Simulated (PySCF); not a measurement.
C2H6Cl2Si, singlet, at a GFN2-xTB geometry. Base run: DF-R2SCAN/6-31G* in PySCF.

The PySCF input:
```python
from pyscf import gto, scf, dft

mol = gto.Mole()
mol.atom = '''
    C     1.39412504   -1.53470091   -0.23312337
    Si   -0.02280346   -0.29923318    0.05226009
    C    -1.59822436   -1.14354604    0.70087042
    Cl    0.58008648    1.10144890    1.39720879
    Cl   -0.44748036    0.63864468   -1.70111043
    H     1.11693539   -2.29088516   -0.96147875
    H     2.28529446   -1.03451143   -0.60339701
    H     1.66362802   -2.04466112    0.68690871
    H    -2.39633076   -0.42253728    0.85786579
    H    -1.96333966   -1.88823681   -0.00004098
    H    -1.41664703   -1.64201277    1.64834648
'''
mol.basis = '6-31g*'
mol.verbose = 4
mol.build()

mf = dft.RKS(mol)
mf.xc = 'r2scan'
mf = mf.density_fit(auxbasis='def2-universal-jkfit')
mf.kernel()
```

The base run was repeated with changes; each row names its change, and settings that it needs were set with it.

```tsv
change	basis functions	E (Eh)	HOMO (eV)	HOMO-LUMO gap (eV)	dipole (D)	core-seconds (rough)
base	94	-1289.65120	-7.52	8.05	2.54	20
basis = LANL2DZ	54	-113.64284	-7.78	7.79	3.15	9
basis = 6-31G	69	-1289.55296	-7.71	7.79	3.29	10
basis = 3-21G	69	-1283.22750	-7.78	7.91	3.31	9
basis = pcseg-0	69	___	___	___	___	10
basis = def2-SV(P)	94	-1289.25947	-7.46	8.30	2.08	10
basis = pc-1	112	-1289.68973	-7.71	8.08	2.42	20
basis = aug-cc-pVDZ	181	-1289.73039	-7.56	7.45	2.18	40
basis = aug-pcseg-1	181	___	___	___	___	40
basis = def2-TZVP	209	-1289.78852	-7.54	7.98	2.04	40
basis = pc-2	246	___	-7.62	___	___	60
basis = cc-pVTZ	246	-1289.80225	-7.54	8.02	2.09	60
basis = pcseg-2	246	___	-7.62	___	___	60
```

### Question
Some entries are withheld; supply them.

### Answer

- basis = pcseg-0, E (Eh): -1288.01871
- basis = pcseg-0, HOMO (eV): -7.95
- basis = pcseg-0, HOMO-LUMO gap (eV): 8.06
- basis = pcseg-0, dipole (D): 3.03
- basis = aug-pcseg-1, E (Eh): -1289.65187
- basis = aug-pcseg-1, HOMO (eV): -7.60
- basis = aug-pcseg-1, HOMO-LUMO gap (eV): 7.47
- basis = aug-pcseg-1, dipole (D): 2.14
- basis = pc-2, E (Eh): -1289.81296
- basis = pc-2, HOMO-LUMO gap (eV): 7.96
- basis = pc-2, dipole (D): 2.21
- basis = pcseg-2, E (Eh): -1289.80654
- basis = pcseg-2, HOMO-LUMO gap (eV): 7.97
- basis = pcseg-2, dipole (D): 2.22

Totals compare only among sets that treat the same electrons; sets with core potentials leave the core out.
